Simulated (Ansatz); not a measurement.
A nudged elastic band was laid between two geometries of AlH₄NO₂ (8 atoms, charge 0, multiplicity 1).

Level of theory: RKS B3LYP-D4/def2-SVPD in Ansatz 0.2.0.

```yaml
movable_images: 5
climbing_image: yes
spring: 5.0 eV/Å²
optimiser: quadratic models (default)
start_path: through a guess of the saddle point
force_threshold: 0.05 eV/Å
iteration_limit: 60
end_points: relaxed
```

Initial state:

```xyz
8
Properties=species:S:1:pos:R:3
N -0.466 1.384 0.161
Al 0.031 -0.307 -0.018
O 1.599 -0.797 -0.510
O -1.140 -1.504 0.325
H 0.116 2.194 -0.007
H -1.393 1.666 0.453
H 2.348 -0.241 -0.728
H -1.002 -2.451 0.269
```

Final state:

```xyz
8
Properties=species:S:1:pos:R:3
N -0.478 1.237 0.162
Al 0.168 -0.404 -0.062
O 1.774 -0.705 -0.565
O -0.768 -1.810 0.207
H 0.042 2.091 0.005
H -1.420 1.453 0.465
H 2.457 -0.060 -0.753
H -1.683 -1.858 0.484
```

**Question.** Which bonds break or form, and what moves?

**Answer.** No bond is made or broken. The height of N1 over the plane of its neighbours goes from 0.00 to 0.00 Å.

**Question.** Give the energies along the band, and the barrier.

**Answer.** The forces met the threshold. The highest image is number 4 of 0 to 6, 0.118 eV above the first end and 0.056 eV above the last; the last end lies 0.062 eV above the first. A vibrational analysis at the climbing image gives one clearly imaginary mode, 312i cm⁻¹: a first-order saddle point.

```json
{"image": "0", "path coordinate (Å)": "0.00", "energy (eV)": "0.000", "height of N1 over the plane of its neighbours (Å)": "0.00"}
{"image": "1", "path coordinate (Å)": "0.22", "energy (eV)": "0.017", "height of N1 over the plane of its neighbours (Å)": "-0.01"}
{"image": "2", "path coordinate (Å)": "0.44", "energy (eV)": "0.060", "height of N1 over the plane of its neighbours (Å)": "0.00"}
{"image": "3", "path coordinate (Å)": "0.67", "energy (eV)": "0.103", "height of N1 over the plane of its neighbours (Å)": "0.00"}
{"image": "4", "path coordinate (Å)": "0.89", "energy (eV)": "0.118", "height of N1 over the plane of its neighbours (Å)": "0.01"}
{"image": "5", "path coordinate (Å)": "1.21", "energy (eV)": "0.087", "height of N1 over the plane of its neighbours (Å)": "0.01"}
{"image": "6", "path coordinate (Å)": "1.54", "energy (eV)": "0.062", "height of N1 over the plane of its neighbours (Å)": "0.00"}
```

**Question.** What is the geometry of the highest image?

**Answer.** 
```xyz
8
Properties=species:S:1:pos:R:3
N -0.441 1.296 0.189
Al 0.096 -0.366 -0.119
O 1.694 -0.724 -0.618
O -1.001 -1.661 0.004
H 0.127 2.130 0.114
H -1.390 1.537 0.449
H 2.401 -0.098 -0.785
H -1.393 -2.171 0.710
```

**Question.** What are the harmonic wavenumbers there?

**Answer.** 312i, 210, 242, 278, 291, 375, 413, 466, 557, 675, 697, 890, 935, 1557, 3586, 3679, 3954, 4009 cm⁻¹.

Time of the run: 3.2 min on 2 threads of Intel(R) Xeon(R) Platinum 8259CL CPU @ 2.50GHz (Skylake/Cascade Lake), on a shared host, peak memory 0.29 GiB.
